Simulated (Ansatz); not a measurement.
Cost and result up the ladder for Si₈Ge₈H₂₆, an alloyed nanocrystal cut from the lattice of germanium (8 Si, random) (42 atoms). Total charge 0; singlet. Geometry: r2SCAN-D4/def2-SVP.

```
atom    x (Å)    y (Å)    z (Å)
 Ge1   2.6717   3.5974   0.6830
 Ge2  -0.8392   2.1059  -0.3116
 Ge3  -1.2002  -1.7368  -0.8811
 Ge4  -1.0391  -4.0937   2.2544
 Ge5   0.2738   3.8474   0.9671
 Ge6   3.2037   3.7604  -1.6818
 Ge7   3.3361   1.4009   1.4802
 Ge8  -0.4562  -3.9099  -0.0919
 Si9   2.0624   2.0364  -2.8830
Si10   2.1901  -0.2726   0.2173
Si11  -4.0441  -1.6844   1.7049
Si12  -0.2580   2.3119  -2.6200
Si13  -3.5615  -1.5319  -0.5908
Si14   2.7436  -0.0607  -2.0599
Si15  -0.1379  -0.0520   0.4361
Si16  -3.3954  -3.8042   2.4873
 H17   3.4187   4.6947   1.4722
 H18   2.4116   2.1343  -4.3397
 H19  -2.3704   2.2316  -0.1506
 H20  -0.8125  -1.5353  -2.3615
 H21   2.5982  -1.6347   0.6995
 H22  -5.5075  -1.4700   1.9449
 H23  -3.2890  -0.6261   2.4493
 H24  -0.2949  -3.0020   3.0456
 H25  -0.6011  -5.4609   2.8139
 H26  -0.1803   5.2356   0.4726
 H27  -0.1009   3.7260   2.4573
 H28  -0.6645   3.6637  -3.1226
 H29  -0.9893   1.2778  -3.4202
 H30  -4.0313  -0.2231  -1.1475
 H31  -4.2772  -2.6331  -1.3127
 H32   2.7837   5.1434  -2.2182
 H33   4.7263   3.6197  -1.8792
 H34   4.8613   1.2310   1.3285
 H35   2.9897   1.2598   2.9756
 H36   4.2270  -0.2001  -2.2249
 H37   2.0838  -1.1515  -2.8476
 H38  -0.5323  -0.2496   1.8719
 H39   1.0609  -4.0704  -0.3062
 H40  -1.1701  -5.0284  -0.8769
 H41  -3.8135  -3.9997   3.9123
 H42  -4.0764  -4.8468   1.6540
```

Ansatz on 4 threads of AMD EPYC 7R13 on a shared host and a share (37 GiB) of an NVIDIA H100 80GB HBM3. Times are rough, and most runs start from the orbitals of an earlier one. PBE0-D4/def2-TZVP serves as the yardstick here, not as an exact answer. Differences are given only for rows in sets of like size (and for xTB, whose basis is part of the method), since another set adds its own error. Binding counts from free atoms at the same level (Ge triplet, Si triplet, H doublet; other spins of the atoms weren't run), without zero-point energy or a counterpoise term.

Correlated methods freeze 112 core orbitals; core or outer-core shells of Ge are correlated, in sets that lack core-valence functions. The rows differ in basis, and correlated rows in double-zeta sets carry the largest basis error. Single mean-field runs in def2-SVP, def2-TZVP are fitted with def2-universal-jkfit. Another isomer (singlet) lies 0.11 eV lower at PBE0-D4/def2-TZVP; other spin states weren't run for this one.

Correlated methods converge slowly with the basis, most of all in double-zeta sets.

```json
{"level": "PBE-D4/def2-SVP", "functions": "530", "wall time": "4 s"}
{"level": "PBE0-D4/def2-SVP", "functions": "530", "wall time": "5.5 s"}
{"level": "r2SCAN-D4/def2-TZVP", "functions": "836", "wall time": "6.5 s"}
{"level": "PBE-D4/def2-TZVP (with forces)", "functions": "836", "wall time": "7.5 s"}
{"level": "MP2/def2-SVP", "functions": "530", "wall time": "7.5 s"}
{"level": "BHLYP-D4/def2-TZVP", "functions": "836", "wall time": "9 s"}
{"level": "PBE0-D4/def2-TZVP", "functions": "836", "wall time": "12 s"}
```

(1) Estimate what each level gives for the binding energy per atom (eV).

## Answers

(1) 
| level | binding energy per atom (eV) | difference from PBE0-D4/def2-TZVP (eV) |
| --- | --- | --- |
| PBE-D4/def2-SVP | 3.00 | – |
| PBE0-D4/def2-SVP | 3.00 | – |
| r2SCAN-D4/def2-TZVP | 3.04 | 0.03 |
| PBE-D4/def2-TZVP (with forces) | 3.00 | -0.01 |
| MP2/def2-SVP | 2.79 | – |
| BHLYP-D4/def2-TZVP | 2.98 | -0.02 |
| PBE0-D4/def2-TZVP | 3.00 | 0.00 |
